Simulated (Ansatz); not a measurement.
## triplet O: levels of theory in one basis

A single O atom.

Basis set: aug-cc-pVDZ (spherical functions). Frozen core: 1 orbital. Correlation on ROHF uses semicanonical orbitals with singles. Charge 0, multiplicity 3.

Computed with Ansatz (development build ahead of 0.2.0); each method stands on the lowest determinant of its kind that the runs found.

```json
{"method": "ROHF", "E − E(ROHF) (eV)": "0.00", "<S²> of the determinant": "2.00"}
{"method": "UHF", "E − E(ROHF) (eV)": "-0.15", "<S²> of the determinant": "2.01"}
{"method": "ROHF-MP2", "E − E(ROHF) (eV)": "-3.15", "<S²> of the determinant": "–"}
{"method": "UHF-MP2", "E − E(ROHF) (eV)": "-3.16", "<S²> of the determinant": "2.01"}
```

Question: Is a single determinant a sound starting point here?

Answer: By this sign, yes. Unrestricted orbitals gain 0.15 eV and <S²> is 2.01 against 2.00 for a pure state.
